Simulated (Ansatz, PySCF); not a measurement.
Gas-phase reaction (SMILES): CO[Si](C)(OC)OC [trimethoxy(methyl)silane] + S (H2S) -> CO[Si](S)(OC)OC + C (CH4); hydrogen sulfide cleaves one Si-C bond, a model of a ligand-exchange step.

Geometries: B3LYP-D3(BJ)/def2-TZVP minima from Ansatz (an electronic-structure program), one conformer each, not searched for the lowest. Valence correlation only, unless marked. Spin-orbit coupling is left out. Non-relativistic. Basis-set limits of correlation are two-point, X^-3; Hartree-Fock from the larger set. The bracket is a focal-point correction in the basis named. Thermal terms are rigid-rotor harmonic-oscillator values from B3LYP-D3(BJ) frequencies (Ansatz or PySCF) at 298.15 K and 1 atm. 1 Eh = 627.5095 kcal/mol.

```csv
species,"E, RI-MP2/CBS(cc-pV(T+d)Z,cc-pV(Q+d)Z)+[CCSD(T)-MP2]/cc-pV(T+d)Z (Ansatz) (Eh)","E, B3LYP-D3(BJ)/def2-TZVPD (Ansatz + dftd3) (Eh)",H - E (Eh)
CO[Si](C)(OC)OC,-674.15692,-675.17325,0.17864
S (H2S),-398.96967,-399.42828,0.01881
CO[Si](S)(OC)OC,-1032.69281,-1034.08933,0.15199
C (CH4),-40.46125,-40.53958,0.04840
```

Q: Work out ΔE and ΔH at 298.15 K at the first level, then ΔH at the second.

A: 
1. ΔE = [(-1032.69281) + (-40.46125)] - [(-674.15692) + (-398.96967)] = -0.02747 Eh = -17.2 kcal/mol at RI-MP2/CBS(cc-pV(T+d)Z,cc-pV(Q+d)Z)+[CCSD(T)-MP2]/cc-pV(T+d)Z.
2. The terms H - E add up to 0.00294 Eh, so ΔH = (-0.02747 + (0.00294))×627.5095 = -15.4 kcal/mol.
3. At B3LYP-D3(BJ)/def2-TZVPD the same steps give ΔE = -17.2 and ΔH = -15.3 kcal/mol, a shift of +0.1 from the first level.
4. These values are not checked against measurement here, since the tables used lack a sound gas-phase enthalpy of formation for at least one species.
